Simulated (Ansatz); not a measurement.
A nudged elastic band was laid between two geometries of GeH$_{4}$S$_{2}$ (7 atoms, charge 0, multiplicity 1).

Computed with RKS BLYP/def2-SVP (Ansatz).

```yaml
movable_images: 7
climbing_image: yes
spring: 5.0 eV/Å²
optimiser: lbfgs
start_path: through a guess of the saddle point
force_threshold: 0.03 eV/Å
iteration_limit: 60
end_points: relaxed
largest_step: 0.02 Å
```

Initial state:

```xyz
7
Properties=species:S:1:pos:R:3
S -1.128 -2.047 -0.024
S -1.438 -0.005 0.537
Ge 0.675 0.824 0.245
H -1.404 -1.914 -1.361
H 1.092 0.671 -1.243
H 0.587 2.328 0.636
H 1.677 0.075 1.164
```

Final state:

```xyz
7
Properties=species:S:1:pos:R:3
S -1.843 -1.394 0.332
S -1.049 -0.048 -1.131
Ge 0.727 0.819 0.024
H -1.115 -2.500 -0.022
H 1.366 1.865 -0.935
H 0.234 1.498 1.330
H 1.743 -0.308 0.356
```

(1) Which bonds break or form, and what moves?

(2) What energy profile does the band end with?

(3) What is the geometry of the highest image?

## Answers

(1) No bond is made or broken. The dihedral S1–S2–Ge3–H7 goes from -60 to 63°. The two ends are copies of one structure, up to a mirror image or an exchange of like atoms.

(2) The run converged. The highest image is number 4 of 0 to 8, 0.072 eV above the ends, which have the same energy within 2 meV. Another band between the same ends (7 images) ends at a top of the same energy, where a vibrational analysis finds 1 clearly imaginary mode.

```
image  path coordinate (Å)  energy (eV)  dihedral S1–S2–Ge3–H7 (°)
    0                 0.00        0.000                        -60
    1                 0.42        0.008                        -46
    2                 0.85        0.031                        -32
    3                 1.27        0.057                        -17
    4                 1.70        0.072                         -2
    5                 2.15        0.065                         15
    6                 2.61        0.039                         32
    7                 3.07        0.011                         48
    8                 3.53        0.000                         63
```

(3) 
```xyz
7
Properties=species:S:1:pos:R:3
S -1.383 -1.886 0.397
S -1.532 0.177 -0.125
Ge 0.647 0.890 0.097
H -1.019 -2.371 -0.832
H 1.164 1.386 -1.286
H 0.716 2.064 1.116
H 1.469 -0.328 0.587
```

Time of the run: 11 min on 1 CPU thread of a shared host.
